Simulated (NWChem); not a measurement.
Program: NWChem. System: C$_{3}$H$_{3}$N$_{2}$, charge 0, spin multiplicity 2, displaced from the optimised geometry. The structure started from a generated list of species. Its SCF solution wasn't tested for a lower state. Level: UBP86/def2-SVP.

Input file:

```
start mol
memory heap 200 mb stack 900 mb global 1100 mb
geometry units angstroms nocenter noautoz noautosym
  C     -0.309286    -1.220670     0.000000
  C      0.990202    -0.694786     0.000000
  N      0.796459     0.675551     0.000000
  N     -0.508334     1.043269     0.000000
  C     -1.215779    -0.115197     0.000000
  H      1.996389    -1.161396     0.000000
  H      1.521799     1.410794     0.000000
  H     -2.325889    -0.097218     0.000000
end
basis spherical
  * library def2-svp
end
dft
  xc becke88 perdew86
  odft
  mult 2
  semidirect memsize 60000000 filesize 0
  iterations 100
end
task dft gradient
```

NWChem printed:

```
             Northwest Computational Chemistry Package (NWChem) 7.3.0
             --------------------------------------------------------

                                NWChem Input Module
                                -------------------

 Scaling coordinates for geometry "geometry" by  1.889725989
 (inverse scale =  0.529177249)

                             Geometry "geometry" -> ""
                             -------------------------

 Output coordinates in angstroms (scale by  1.889725989 to convert to a.u.)

  No.       Tag          Charge          X              Y              Z
 ---- ---------------- ---------- -------------- -------------- --------------
    1 C                    6.0000    -0.30928600    -1.22067000     0.00000000
    2 C                    6.0000     0.99020200    -0.69478600     0.00000000
    3 N                    7.0000     0.79645900     0.67555100     0.00000000
    4 N                    7.0000    -0.50833400     1.04326900     0.00000000
    5 C                    6.0000    -1.21577900    -0.11519700     0.00000000
    6 H                    1.0000     1.99638900    -1.16139600     0.00000000
    7 H                    1.0000     1.52179900     1.41079400     0.00000000
    8 H                    1.0000    -2.32588900    -0.09721800     0.00000000

 Effective nuclear repulsion energy (a.u.)     152.0265879125

            Nuclear Dipole moment (a.u.)
            ----------------------------
        X                 Y               Z
 ---------------- ---------------- ----------------
    -0.0000075589     0.0000037795     0.0000000000


 Summary of "ao basis" -> "" (spherical)
 ------------------------------------------------------------------------------
       Tag                 Description            Shells   Functions and Types
 ---------------- ------------------------------  ------  ---------------------
 *                          def2-svp                  on all atoms

  perdew86 is a nonlocal functional; adding perdew81 local functional.

                                 NWChem DFT Module
                                 -----------------

 Summary of "ao basis" -> "ao basis" (spherical)
 ------------------------------------------------------------------------------
       Tag                 Description            Shells   Functions and Types
 ---------------- ------------------------------  ------  ---------------------
 C                          def2-svp                 6       14   3s2p1d
 N                          def2-svp                 6       14   3s2p1d
 H                          def2-svp                 3        5   2s1p

 Summary of "ao basis" -> "ao basis" (spherical)
 ------------------------------------------------------------------------------
       Tag                 Description            Shells   Functions and Types
 ---------------- ------------------------------  ------  ---------------------
 C                          def2-svp                 6       14   3s2p1d
 N                          def2-svp                 6       14   3s2p1d
 H                          def2-svp                 3        5   2s1p

            General Information
            -------------------
          SCF calculation type: DFT
          Wavefunction type:  spin polarized.
          No. of atoms     :     8
          No. of electrons :    35
           Alpha electrons :    18
            Beta electrons :    17
          Charge           :     0
          Spin multiplicity:     2
          Use of symmetry is: off; symmetry adaption is: off
[...]
    beta     41     43     42     44     45     46     47     48     49     50
 overlap   0.793  0.968  1.000  0.993  1.000  0.999  0.999  0.999  1.000  1.000

   alpha     51     52     53     54     55     56     57     58     59     60
    beta     51     52     53     54     55     56     57     58     59     60
 overlap   0.997  0.999  0.999  0.996  0.991  0.996  0.996  0.998  0.989  0.987

   alpha     61     62     63     64     65     66     67     68     69     70
    beta     61     62     63     64     65     66     67     68     69     70
 overlap   0.996  0.997  0.993  1.000  0.983  0.999  0.971  0.962  0.974  0.976

   alpha     71     72     73     74     75     76     77     78     79     80
    beta     72     71     73     74     75     76     77     78     79     80
 overlap   0.929  0.978  0.929  0.998  0.999  0.999  1.000  0.996  1.000  0.993

   alpha     81     82     83     84     85
    beta     81     82     83     84     85
 overlap   0.998  0.999  0.999  1.000  1.000

     --------------------------
     Expectation value of S2:
     --------------------------
      <S2> =      0.7557 (Exact =     0.7500)

 center of mass
 --------------
 x =  -0.03332604 y =  -0.00410787 z =   0.00000000

 moments of inertia (a.u.)
 ------------------
         174.405673430655           6.728741501020           0.000000000000
           6.728741501020         196.174837854903           0.000000000000
           0.000000000000           0.000000000000         370.580511285559

     Multipole analysis of the density
     ---------------------------------

     L   x y z        total         alpha         beta         nuclear
     -   - - -        -----         -----         ----         -------
     0   0 0 0     -0.000000    -18.000000    -17.000000     35.000000

     1   1 0 0      0.886105      0.813507      0.072606     -0.000008
     1   0 1 0      0.108177      1.351299     -1.243126      0.000004
     1   0 0 1      0.000000      0.000000      0.000000      0.000000

     2   2 0 0    -16.450673    -68.212014    -67.105506    118.866847
     2   1 1 0      1.814928      1.451033      3.627232     -3.263337
     2   1 0 1     -0.000000     -0.000000     -0.000000      0.000000
     2   0 2 0    -22.459278    -62.980033    -52.606482     93.127238
     2   0 1 1      0.000000      0.000000      0.000000      0.000000
     2   0 0 2    -22.952404    -11.813124    -11.139281      0.000000

            General Information
            -------------------
          SCF calculation type: DFT
          Wavefunction type:  spin polarized.
          No. of atoms     :     8
          No. of electrons :    35
           Alpha electrons :    18
            Beta electrons :    17
          Charge           :     0
          Spin multiplicity:     2
          Use of symmetry is: off; symmetry adaption is: off
          Maximum number of iterations: 100
          AO basis - number of functions:    85
                     number of shells:    39
          Convergence on energy requested:  1.00D-06
          Convergence on density requested:  1.00D-05
          Convergence on gradient requested:  5.00D-04

              XC Information
              --------------
                    Becke 1988 Exchange Functional  1.000
                Perdew 1981 Correlation Functional  1.000 local
                Perdew 1986 Correlation Functional  1.000 non-local

             Grid Information
             ----------------
          Grid used for XC integration:  medium
          Radial quadrature: Mura-Knowles
          Angular quadrature: Lebedev.
          Tag              B.-S. Rad. Rad. Pts. Rad. Cut. Ang. Pts.
          ---              ---------- --------- --------- ---------
          C                   0.70       49          10.0       434
          N                   0.65       49          10.0       434
          H                   0.35       45          11.0       434
          Grid pruning is: on
          Number of quadrature shells:   380
          Spatial weights used:  Erf1

          Convergence Information
          -----------------------
          Convergence aids based upon iterative change in
          total energy or number of iterations.
          Levelshifting, if invoked, occurs when the
          HOMO/LUMO gap drops below (HL_TOL):  1.00D-02
          DIIS, if invoked, will attempt to extrapolate
          using up to (NFOCK): 10 stored Fock matrices.

                    Damping( 0%)  Levelshifting(0.5)       DIIS
                  --------------- ------------------- ---------------
          dE  on:    start            ASAP                start
          dE off:    2 iters        100 iters           100 iters

      Screening Tolerance Information
      -------------------------------
          Density screening/tol_rho:  1.00D-10
          AO Gaussian exp screening on grid/accAOfunc:  14
          CD Gaussian exp screening on grid/accCDfunc:  20
          XC Gaussian exp screening on grid/accXCfunc:  20
          Schwarz screening/accCoul:  1.00D-08

                            NWChem DFT Gradient Module
                            --------------------------

  charge          =   0.00
  wavefunction    = open shell

                         DFT ENERGY GRADIENTS

    atom               coordinates                        gradient
                 x          y          z           x          y          z
   1 C      -0.584466  -2.306732   0.000000   -0.002510  -0.016761   0.000000
   2 C       1.871210  -1.312955   0.000000    0.005551  -0.003110  -0.000000
   3 N       1.505089   1.276606   0.000000   -0.003219   0.005945  -0.000000
   4 N      -0.960612   1.971493   0.000000    0.000445   0.008367   0.000000
   5 C      -2.297489  -0.217691   0.000000   -0.005763   0.004160  -0.000000
   6 H       3.772628  -2.194720   0.000000    0.007920  -0.003762   0.000000
   7 H       2.875783   2.666014   0.000000    0.006500   0.005461   0.000000
   8 H      -4.395293  -0.183715   0.000000   -0.008925  -0.000299   0.000000

                 ----------------------------------------
                 |  Time  |  1-e(secs)   |  2-e(secs)   |
                 ----------------------------------------
                 |  CPU   |       0.00   |       0.92   |
                 ----------------------------------------
                 |  WALL  |       0.00   |       0.92   |
                 ----------------------------------------

 Task  times  cpu:        4.8s     wall:        4.8s

 Total times  cpu:        4.8s     wall:        4.8s
```
